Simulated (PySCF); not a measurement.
Species: 2-methylstyrene, C9H10.
Bonds: C1–C2 (double), C2–C3, C3–C4 (aromatic), C4–C5 (aromatic), C5–C6 (aromatic), C6–C7 (aromatic), C7–C8 (aromatic), C8–C9, C3–C8 (aromatic). Hydrogens: H10, H11 on C1; H12 on C2; H13 on C4; H14 on C5; H15 on C6; H16 on C7; H17, H18, H19 on C9.

The same species was optimised twice, with GFN2-xTB and with PBE0-D3(BJ)/def2-SVP (PySCF), and the same property calculations (PySCF, gas phase) were run on both structures.

| coordinate | GFN2-xTB | PBE0-D3(BJ)/def2-SVP | change |
| --- | --- | --- | --- |
| C1=C2 (Å) | 1.326 | 1.339 | +0.013 |
| C3–C8 (Å) | 1.402 | 1.414 | +0.012 |
| C7–C8 (Å) | 1.387 | 1.398 | +0.011 |
| C3–C4 (Å) | 1.394 | 1.403 | +0.009 |
| C5–C6 (Å) | 1.384 | 1.394 | +0.010 |
| C6–C7 (Å) | 1.384 | 1.392 | +0.008 |
| C4–C5 (Å) | 1.381 | 1.390 | +0.009 |
| C2–C3 (Å) | 1.463 | 1.471 | +0.008 |
| C8–C9 (Å) | 1.500 | 1.502 | +0.002 |
| C1–C2–C3 (°) | 124.7 | 126.1 | +1.4 |
| C2–C3–C4 (°) | 120.1 | 120.6 | +0.5 |
| C2–C3–C8 (°) | 120.8 | 120.4 | -0.4 |
| C3–C8–C9 (°) | 121.1 | 121.4 | +0.3 |
| C3–C4–C5 (°) | 121.2 | 121.5 | +0.3 |
| C3–C8–C7 (°) | 119.0 | 118.8 | -0.2 |
| C6–C7–C8 (°) | 121.4 | 121.6 | +0.2 |
| C4–C5–C6 (°) | 119.7 | 119.5 | -0.2 |
| C1–C2–C3–C4 (°) | 34 | 25 | -9 |

Rotational constants: A = 2545, B = 1564, C = 987.5 MHz (GFN2-xTB) against A = 2508, B = 1539, C = 966.8 MHz (PBE0-D3(BJ)/def2-SVP). Point groups within 0.08 Å: C1 and C1.

On the GFN2-xTB structure: HOMO (eV) -6.61 [PBE0/pcSseg-1]; LUMO (eV) -0.87 [PBE0/pcSseg-1]; dipole (D) 0.41 [PBE0/pcSseg-1]; GIAO shielding of C1 (ppm) 64.6 [PBE0/pcSseg-1]; GIAO shielding of C2 (ppm) 42.0 [PBE0/pcSseg-1]; GIAO shielding of C3 (ppm) 43.8 [PBE0/pcSseg-1]; GIAO shielding of C4 (ppm) 55.1 [PBE0/pcSseg-1]; GIAO shielding of C5 (ppm) 55.0 [PBE0/pcSseg-1]; GIAO shielding of C6 (ppm) 53.1 [PBE0/pcSseg-1]; GIAO shielding of C7 (ppm) 51.8 [PBE0/pcSseg-1]; GIAO shielding of C8 (ppm) 46.5 [PBE0/pcSseg-1].

Q: What do these properties become on the PBE0-D3(BJ)/def2-SVP structure?

A: 
```json
{"property": "HOMO (eV)", "level": "PBE0/pcSseg-1", "on GFN2-xTB": "-6.61", "on PBE0-D3(BJ)/def2-SVP": "-6.55", "change": "+0.06"}
{"property": "LUMO (eV)", "level": "PBE0/pcSseg-1", "on GFN2-xTB": "-0.87", "on PBE0-D3(BJ)/def2-SVP": "-1.02", "change": "-0.15"}
{"property": "dipole (D)", "level": "PBE0/pcSseg-1", "on GFN2-xTB": "0.41", "on PBE0-D3(BJ)/def2-SVP": "0.41", "change": "0.00"}
{"property": "energy, GFN2-xTB geometry as zero (kcal/mol)", "level": "PBE0/pcSseg-1", "on GFN2-xTB": "0.0", "on PBE0-D3(BJ)/def2-SVP": "-0.4", "change": "-0.4"}
{"property": "GIAO shielding of C1 (ppm)", "level": "PBE0/pcSseg-1", "on GFN2-xTB": "64.6", "on PBE0-D3(BJ)/def2-SVP": "63.1", "change": "-1.5"}
{"property": "GIAO shielding of C2 (ppm)", "level": "PBE0/pcSseg-1", "on GFN2-xTB": "42.0", "on PBE0-D3(BJ)/def2-SVP": "41.3", "change": "-0.7"}
{"property": "GIAO shielding of C3 (ppm)", "level": "PBE0/pcSseg-1", "on GFN2-xTB": "43.8", "on PBE0-D3(BJ)/def2-SVP": "43.2", "change": "-0.6"}
{"property": "GIAO shielding of C4 (ppm)", "level": "PBE0/pcSseg-1", "on GFN2-xTB": "55.1", "on PBE0-D3(BJ)/def2-SVP": "54.3", "change": "-0.8"}
{"property": "GIAO shielding of C5 (ppm)", "level": "PBE0/pcSseg-1", "on GFN2-xTB": "55.0", "on PBE0-D3(BJ)/def2-SVP": "52.6", "change": "-2.4"}
{"property": "GIAO shielding of C6 (ppm)", "level": "PBE0/pcSseg-1", "on GFN2-xTB": "53.1", "on PBE0-D3(BJ)/def2-SVP": "50.7", "change": "-2.4"}
{"property": "GIAO shielding of C7 (ppm)", "level": "PBE0/pcSseg-1", "on GFN2-xTB": "51.8", "on PBE0-D3(BJ)/def2-SVP": "48.8", "change": "-3.0"}
{"property": "GIAO shielding of C8 (ppm)", "level": "PBE0/pcSseg-1", "on GFN2-xTB": "46.5", "on PBE0-D3(BJ)/def2-SVP": "44.1", "change": "-2.4"}
```

The heavy atoms differ by 0.040 Å rms after alignment. Among bonds between heavy atoms C1=C2 and C3–C8 change most and about equally (+0.012 to +0.013 Å). Changes are differences of the printed values. Neither structure is proved a minimum here.

Shape of the structure used: `[CH2:1]=[CH:2][c:3]1[cH:4][cH:5][cH:6][cH:7][c:8]1[CH3:9]`: C1–C2–C3–C4 25°.
